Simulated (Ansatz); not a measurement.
C$_{4}$H$_{9}$B, SMILES `CC1CBC1`. The species carries charge 0 and has multiplicity 1. Geometry: relaxed with PBE0-D4/def2-TZVP.

```xyz
14

C    -1.606    0.120    0.551
C    -0.310    0.372   -0.186
C     0.984    0.565    0.659
B     1.694   -0.239   -0.487
C     0.318   -0.810   -0.981
H    -1.897    0.986    1.153
H    -2.422   -0.099   -0.143
H    -1.501   -0.735    1.225
H    -0.430    1.229   -0.856
H     1.292    1.571    0.947
H     0.912   -0.041    1.571
H     2.803   -0.236   -0.940
H     0.080   -0.931   -2.040
H     0.082   -1.753   -0.472
```

**Question.** What is the dipole moment at PBE/def2-TZVPP? (An estimate is asked.)

**Answer.** Ansatz gave: 0.63 D, with components (-0.59, 0.04, 0.21) D in this frame, pointing from negative to positive charge.

**Question.** And with r2SCAN, B3LYP, ωB97M-V? (Best estimate.)

**Answer.** The calculation gave: r2SCAN 0.58 D, B3LYP 0.50 D, ωB97M-V 0.50 D.

**Question.** Give the Mulliken charges with PBE, ωB97M-V, r2SCAN in def2-TZVPP. (Estimate.)

**Answer.** Ansatz gave: 
| atom | PBE | ωB97M-V | r2SCAN |
| --- | --- | --- | --- |
| C1 | -0.25 | -0.30 | -0.16 |
| C2 | 0.01 | -0.07 | 0.12 |
| C3 | -0.20 | -0.27 | -0.20 |
| B4 | 0.04 | 0.00 | 0.10 |
| C5 | -0.20 | -0.27 | -0.20 |
| H6 | 0.08 | 0.10 | 0.04 |
| H7 | 0.08 | 0.10 | 0.04 |
| H8 | 0.06 | 0.08 | 0.02 |
| H9 | 0.06 | 0.10 | 0.02 |
| H10 | 0.08 | 0.10 | 0.05 |
| H11 | 0.07 | 0.11 | 0.06 |
| H12 | 0.01 | 0.09 | 0.00 |
| H13 | 0.08 | 0.10 | 0.05 |
| H14 | 0.07 | 0.11 | 0.06 |

B3LYP here is the variant with VWN-RPA as its local correlation; programs differ in this.
